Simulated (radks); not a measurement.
Values are calculated unless marked as measured or tabulated.
Q: Yb III, configuration [Xe] 4f(5/2: 5, 7/2: 8) 6s1 (not the ground configuration). Level of theory: Dirac Kohn-Sham, relativistic LDA (MacDonald-Vosko exchange, VWN5 correlation), spin-unpolarised, spherical densities, finite nucleus; Fermi nuclear charge, rms radius 5.3108 fm (a radial shooting solver on a logarithmic mesh with Libxc functionals). Some entries of the table are withheld. Estimate them.

orbital  occ.  eigenvalue (hartree)  <r> (bohr)
1s1/2       2             -2232.964     0.01975
2s1/2       2             -379.3611     0.08306
2p1/2       2             -362.2991     0.06894
2p3/2       4             -324.2908     0.07641
3s1/2       2             -86.25452         (1)
3p1/2       2             -78.64543      0.2066
3p3/2       4             -70.57239      0.2206
3d3/2       4             -57.50449         (2)
3d5/2       6             -55.73082         (3)
4s1/2       2             -17.67567      0.4889
4p1/2       2             -14.58409      0.4961
4p3/2       4             -12.74362      0.5285
4d3/2       4              -7.62623      0.5527
4d5/2       6              -7.28865      0.5641
5s1/2       2              -2.80829       1.191
5p1/2       2              -1.94424       1.330
5p3/2       4              -1.70190       1.435
4f5/2       5              -1.03222      0.7262
4f7/2       8              -0.98075      0.7405
6s1/2       1              -0.64959       3.073

A: 
(1) 3s1/2 <r> (bohr): 0.2170
(2) 3d3/2 <r> (bohr): 0.1938
(3) 3d5/2 <r> (bohr): 0.1981
